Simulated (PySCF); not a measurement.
Cartesian coordinates in Å; atom numbers follow the order of the lines, from 1:
```xyz
6

Tc    0.000    0.000    0.194
O     0.001   -0.002    1.808
Cl    2.221    0.001   -0.506
Cl    0.000    2.226   -0.494
Cl   -2.222    0.001   -0.504
Cl    0.000   -2.225   -0.498
```

Total charge -1.

Geometry: PBE0-D3(BJ)/def2-SVP; GIAO absolute shieldings from PySCF, gas phase, scalar relativity only through the core potential, averaged over equivalent atoms.

At PBE0/pcSseg-1 (def2-TZVP on Tc) (153 basis functions, 13 s wall time on 1 thread of an x86-64 server CPU, shared host):
```csv
atoms,σ (ppm)
O2,-629.9
Cl3/Cl4/Cl5/Cl6,721.3
```

**Question.** Predict the values at KT2/pcSseg-1 (def2-TZVP on Tc) on the same geometry.

**Answer.** 
| atoms | σ at KT2/pcSseg-1 (def2-TZVP on Tc) | change |
| --- | --- | --- |
| O2 | -478.5 | +151.4 |
| Cl3/Cl4/Cl5/Cl6 | 648.9 | -72.4 |

The largest change is at O2 (oxygen bonded to Tc). Cost: 153 basis functions, 16 s wall time on 1 thread of an x86-64 server CPU, shared host.

Tc is described by an effective core potential, so it has no shielding of its own here; spin–orbit effects on the atoms bonded to it, which can be large, are absent, and the values of these neighbours are rough.
